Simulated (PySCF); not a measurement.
## State search for BeP

Unrestricted PBE0; PySCF, no relativity, basis sets Be def2-TZVP, P def2-TZVP. Outer shells of the fragments: Be 2s2; P 3s2 3p3.

Followed along the bond (rough minima from three points):

```json
{"2Ms+1": "4", "unpaired": "σ ↑, π ↑↑", "⟨S²⟩ at the start": "3.76", "R at minimum (Å)": "2.08", "Te (eV)": "0.00"}
{"2Ms+1": "2", "unpaired": "σ ↓, π ↑↑", "⟨S²⟩ at the start": "1.76", "R at minimum (Å)": "2.08", "Te (eV)": "0.12"}
{"2Ms+1": "2", "unpaired": "π ↑", "⟨S²⟩ at the start": "0.84", "R at minimum (Å)": "1.91", "Te (eV)": "0.29"}
{"2Ms+1": "2", "unpaired": "σ ↑, π ↑↓", "⟨S²⟩ at the start": "1.76", "R at minimum (Å)": "2.07", "Te (eV)": "0.36"}
{"2Ms+1": "2", "unpaired": "σ ↑", "⟨S²⟩ at the start": "0.75", "R at minimum (Å)": "2.07", "Te (eV)": "1.44"}
```

Solutions found at the starting distance of 2.025 Å, counted from the lowest of them; the search is not exhaustive and high or unbound solutions are not listed, so other states can lie among these:

```json
{"2Ms+1": "4", "unpaired": "σ ↑, π ↑↑", "term": "⁴Σ⁻", "E (eV)": "0.00", "⟨S²⟩": "3.76", "⟨Lz²⟩": "0.00", "μ (D)": "-0.21"}
{"2Ms+1": "2", "unpaired": "σ ↓, π ↑↑", "term": "mixed", "E (eV)": "0.12", "⟨S²⟩": "1.76", "⟨Lz²⟩": "0.00", "μ (D)": "-0.25"}
{"2Ms+1": "2", "unpaired": "σ ↑, π ↑↓", "term": "mixed", "E (eV)": "0.36", "⟨S²⟩": "1.76", "⟨Lz²⟩": "2.03", "μ (D)": "-0.17"}
{"2Ms+1": "2", "unpaired": "π ↑", "term": "²Π", "E (eV)": "0.38", "⟨S²⟩": "0.84", "⟨Lz²⟩": "1.01", "μ (D)": "-3.76"}
{"2Ms+1": "2", "unpaired": "σ ↑", "term": "mixed", "E (eV)": "1.44", "⟨S²⟩": "0.75", "⟨Lz²⟩": "2.01", "μ (D)": "0.04"}
{"2Ms+1": "4", "unpaired": "σ ↑↑, π ↑", "term": "⁴Π", "E (eV)": "1.71", "⟨S²⟩": "3.76", "⟨Lz²⟩": "1.02", "μ (D)": "0.12"}
```

A term symbol is given only where ⟨S²⟩ and ⟨Lz²⟩ are close to those of a pure state; real π, δ and φ orbitals otherwise mix terms. A positive dipole means Be(−)P(+).
